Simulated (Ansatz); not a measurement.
Question: Predict a relaxed structure of TcO3F, charge 0, singlet, at r2SCAN-D4/def2-SVP (Ansatz).

Answer: 
Cartesian coordinates in Å:
```
Tc 0.011 0.014 0.018
O 1.670 -0.197 0.004
O -0.338 1.634 -0.205
O -0.591 -0.477 1.500
F -0.752 -0.974 -1.318
```
Point group C3v (tolerance 0.1 Å). The metal has 4 neighbours: O 1.67 Å, O 1.67 Å, O 1.67 Å, F 1.83 Å. This is one stationary point.

In the def2 sets Tc takes a core potential; there is no spin–orbit coupling. The restricted singlet is unstable towards broken spin symmetry in Hartree–Fock (as tested in another run); at r2SCAN-D4/def2-SVP this wasn't settled.
